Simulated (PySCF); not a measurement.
# Polarisability and C₆ of Ga²⁺ (gallium, charge +2)

[Ar] 3d9 4s1 4p1, one real determinant (an excited configuration). Computed with PySCF 2.14 in x2c-TZVPPall with one added diffuse shell each of s, p, d type (7s6p5d1f, 57 functions), with scalar relativity by spin-free X2C-1e. Coupled (time-dependent) response in atomic units; α is the mean over directions.

```tsv
method	mean α (bohr³)	α xx, yy, zz	C₆ (like pair)	S(−4)
UHF	10.97	11.89, 11.89, 9.128	40.73	60.67
PBE	10.46	10.85, 10.85, 9.674	38.66	53.99
PBE0	10.52	11.06, 11.06, 9.432	38.83	54.88
r2SCAN0	10.37	11.04, 11.04, 9.043	38.65	51.80
```

S(−4) is the Cauchy moment in α(ω) = α(0) + S(−4) ω² + …

Spin-orbit coupling is absent.

α(iu) at UHF:

| u (hartree) | α(iu) (bohr³) |
| --- | --- |
| 0 | 10.97 |
| 0.0500 | 10.82 |
| 0.100 | 10.39 |
| 0.200 | 9.008 |
| 0.300 | 7.410 |
| 0.500 | 4.832 |
| 0.750 | 2.998 |
| 1.00 | 2.036 |
| 1.50 | 1.143 |
| 2.00 | 0.7498 |
| 3.00 | 0.4069 |
| 5.00 | 0.1801 |

For an ion, C₆ is the dispersion term alone; charge-induced terms of lower order in 1/R come first.

The components differ because the open shell of this determinant is not spherical; for a pure term their mean is the scalar polarisability.

⟨L²⟩ = 8.03 against 12 for a pure F term, so this real determinant mixes terms.
